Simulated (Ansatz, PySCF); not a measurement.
This PySCF input computes a SVWN5/def2-TZVPD energy:

```python
from pyscf import gto, scf, dft

mol = gto.M(
    atom='''
    Sb    0.06926109   -0.44654854    0.01206463
    I    -2.80034917   -1.40392318    0.00871893
    I    -0.36021384    2.32241440   -0.06274586
    I     3.09391554   -0.48879357    0.04241756
    ''',
    basis='def2-tzvpd',
    ecp='def2-tzvp',
    charge=-1,
    spin=1,
    verbose=4,
)

mf = dft.UKS(mol, xc='svwn').density_fit(auxbasis='def2-universal-jkfit')
mf.grids.level = 3
mf.conv_tol = 1e-9
mf.max_cycle = 100
mf.max_memory = 1500
mf.kernel()
if not mf.converged:
    mf = mf.newton()
    mf.kernel(mf.make_rdm1())
for _ in range(2):
    mo, _, stable, _ = mf.stability(return_status=True)
    if stable:
        break
    mf.kernel(mf.make_rdm1(mo, mf.mo_occ))
mf.analyze()
```

Task: Write an input for the same energy in Ansatz (an electronic-structure program) and say what it gives.

Result: 
Ansatz 0.2 input:
```yaml
crystal:
  periodic: [false, false, false]
  atoms:
    - {symbol: Sb, position_ang: [0.06926109, -0.44654854, 0.01206463]}
    - {symbol: I, position_ang: [-2.80034917, -1.40392318, 0.00871893]}
    - {symbol: I, position_ang: [-0.36021384, 2.32241440, -0.06274586]}
    - {symbol: I, position_ang: [3.09391554, -0.48879357, 0.04241756]}
basis:
  gaussian:
    orbitals: def2-TZVPD
hamiltonian:
  xc: {name: SVWN5}
total_charge: -1
magnetization: {spin_polarized: true, initial_magnetization: 1}
output: {forces: true}
```
It gives -1132.03253 Eh, and PySCF -1132.03257 Eh, a difference of 0.04 mEh, from the treatment of integrals and grids.
